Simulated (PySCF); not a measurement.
**O²⁺ (oxygen, charge +2) across methods**

[He] 2s2 2p1 3s1, high-spin 3P determinant (an excited configuration). Computed with PySCF 2.14 in aug-cc-pVQZ with one added diffuse shell each of s, p, d, f, g type (7s6p5d4f3g, 105 functions), with the non-relativistic Hamiltonian (point nucleus).

| method | E (hartree) | mean ε 2s β (eV) | mean ε 2p α (eV) | mean ε 3s α (eV) | Σ⟨r²⟩ (bohr²) | ⟨S²⟩ |
| --- | --- | --- | --- | --- | --- | --- |
| PBEsol | -71.7299 | -66.788 | -55.744 | -18.762 | 12.89 | 2.001 |
| revPBE | -72.0456 | -67.058 | -56.054 | -18.802 | 12.88 | 2.001 |
| LDA | -71.4783 | -66.811 | -55.752 | -18.782 | 12.91 | 2.000 |
| BHandHLYP | -72.0537 | -71.618 | -62.185 | -20.123 | 12.96 | 2.002 |
| PBE0 | -71.9875 | -69.354 | -59.066 | -19.559 | 12.94 | 2.001 |
| r2SCAN0 | -72.0120 | -69.694 | -60.008 | -19.570 | 13.02 | 2.002 |
| PBE | -71.9778 | -67.029 | -56.067 | -18.806 | 12.88 | 2.001 |
| r2SCAN | -72.0062 | -67.583 | -57.326 | -18.850 | 13.02 | 2.002 |
| UHF | -71.88321 | -74.955 | -67.608 | -21.368 | 13.29 | 2.003 |

The outer electron is Rydberg-like, and this basis confines it to a smaller radius and binds it less than a complete one would.
